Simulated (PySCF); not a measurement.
Te(Br)(SiH3) (BrH3SiTe), SMILES [SiH3][Te]Br. Atoms are numbered in the order given.

```xyz
6

Te     0.7626     0.5573     0.0000
Br    -0.3980    -1.7184     0.0000
Si    -1.4427     1.7873     0.0000
H     -1.0677     3.2455     0.0000
H     -2.2314     1.4500    -1.2318
H     -2.2314     1.4500     1.2318
```

Geometry optimised at PBE-D3(BJ)/def2-SVP. The structure was generated by enumeration, and PubChem lists no compound with its InChIKey, so it may never have been made. The def2 effective core potentials stand for the cores of Te; spin–orbit coupling is left out.

Calculation: PBE-D3(BJ)/def2-SVP (PySCF 2.14.0).

Frequencies are harmonic and unscaled.

```json
[
 {"mode": "1", "ν (cm⁻¹)": "75", "IR (km/mol)": "0.3", "Raman (Å⁴/amu)": "4.2", "depolarisation": "0.63", "moving atoms (share of kinetic energy)": "Si 47 %, Br 25 %, Te 16 %, H 12 %"},
 {"mode": "2", "ν (cm⁻¹)": "122", "IR (km/mol)": "0.0", "Raman (Å⁴/amu)": "0.1", "depolarisation": "0.75", "moving atoms (share of kinetic energy)": "H 98 %"},
 {"mode": "3", "ν (cm⁻¹)": "243", "IR (km/mol)": "5.9", "Raman (Å⁴/amu)": "9.1", "depolarisation": "0.28", "moving atoms (share of kinetic energy)": "Br 62 %, Te 38 %"},
 {"mode": "4", "ν (cm⁻¹)": "318", "IR (km/mol)": "4.7", "Raman (Å⁴/amu)": "13.6", "depolarisation": "0.23", "moving atoms (share of kinetic energy)": "Si 72 %, Te 19 %, H 9 %"},
 {"mode": "5", "ν (cm⁻¹)": "516", "IR (km/mol)": "4.7", "Raman (Å⁴/amu)": "15.0", "depolarisation": "0.71", "moving atoms (share of kinetic energy)": "H 87 %, Si 12 %"},
 {"mode": "6", "ν (cm⁻¹)": "526", "IR (km/mol)": "3.6", "Raman (Å⁴/amu)": "15.8", "depolarisation": "0.75", "moving atoms (share of kinetic energy)": "H 93 %"},
 {"mode": "7", "ν (cm⁻¹)": "834", "IR (km/mol)": "319.7", "Raman (Å⁴/amu)": "15.8", "depolarisation": "0.46", "moving atoms (share of kinetic energy)": "H 92 %"},
 {"mode": "8", "ν (cm⁻¹)": "878", "IR (km/mol)": "35.1", "Raman (Å⁴/amu)": "25.7", "depolarisation": "0.75", "moving atoms (share of kinetic energy)": "H 97 %"},
 {"mode": "9", "ν (cm⁻¹)": "908", "IR (km/mol)": "40.1", "Raman (Å⁴/amu)": "21.8", "depolarisation": "0.75", "moving atoms (share of kinetic energy)": "H 97 %"},
 {"mode": "10", "ν (cm⁻¹)": "2153", "IR (km/mol)": "67.2", "Raman (Å⁴/amu)": "315.4", "depolarisation": "0.06", "moving atoms (share of kinetic energy)": "H 99 %"},
 {"mode": "11", "ν (cm⁻¹)": "2180", "IR (km/mol)": "55.1", "Raman (Å⁴/amu)": "152.2", "depolarisation": "0.48", "moving atoms (share of kinetic energy)": "H 96 %"},
 {"mode": "12", "ν (cm⁻¹)": "2187", "IR (km/mol)": "63.9", "Raman (Å⁴/amu)": "107.9", "depolarisation": "0.75", "moving atoms (share of kinetic energy)": "H 95 %"}
]
```
